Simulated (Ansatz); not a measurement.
## WO (charge +1): shapes and states compared

Computed with Ansatz's Gaussian-basis code (development build). Basis cc-pwCVTZ-PP on W, cc-pVTZ on O, scalar-relativistic core potentials (60 electrons on W), no spin–orbit coupling, 1 orbital frozen in the corrections; active space CAS(9,9). Restricted Hartree–Fock, then the lowest state-specific CASSCF solution met for each case. Coupled cluster stands on the determinant that it favours, not always the lowest RHF. Single-reference values can break down or jump between states where bonds are stretched. Solutions in different active orbitals can move differences by tenths of an eV and at times more than 1 eV.

Case A, quartet: bond length 1.6580 Å.

Case B, doublet: the shape of A.

Energy less that of case A, in eV:

```
case  RHF/ROHF  CASSCF  CCSD(T)
   B    +1.896  +1.459   +1.319
```

Give the SC-NEVPT2 energies against case A.

B: +1.126 eV (26.0 kcal/mol).

Which case is lowest, and do the methods agree?

A is lowest in SC-NEVPT2. Of the methods shown, RHF/ROHF, CASSCF, CCSD(T) agree.
